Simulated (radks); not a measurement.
Values are calculated unless marked as measured or tabulated.
Question: Species: Xe2+. Configuration: [Kr] 4d10 5s1.75 5p4 4f0.25 (fractional occupations, a model configuration). Level of theory: Dirac Kohn-Sham, PBE, spin-unpolarised, spherical densities, point nucleus; open shells fill j = l - 1/2 first (a radial shooting solver on a logarithmic mesh with Libxc functionals).

Spin-orbit splittings of the eigenvalues, e(l+1/2) - e(l-1/2), with zeta = 2 splitting/(2l+1) and mean radii in bohr:

| shell | occ. | splitting (eV) | zeta (eV) | <r> j=l-1/2 | <r> j=l+1/2 |
|---|---|---|---|---|---|
| 2p | 6 | 324.6 | 216.4 | 0.09620 | 0.1020 |
| 3p | 6 | 61.67 | 41.11 | 0.2962 | 0.3078 |
| 3d | 10 | 13.03 | 5.213 | 0.2787 | 0.2824 |
| 4p | 6 | 12.30 | 8.202 | 0.7456 | 0.7733 |
| 4d | 10 | ? | ? | 0.8684 | 0.8791 |
| 4f | 0.25 | 0.03448 | 0.009852 | 3.281 | 3.325 |
| 5p | 4 | 1.553 | 1.036 | 2.031 | 2.109 |

Estimate the 4d splitting.

Answer: 1.992 eV (zeta = 0.7968 eV).
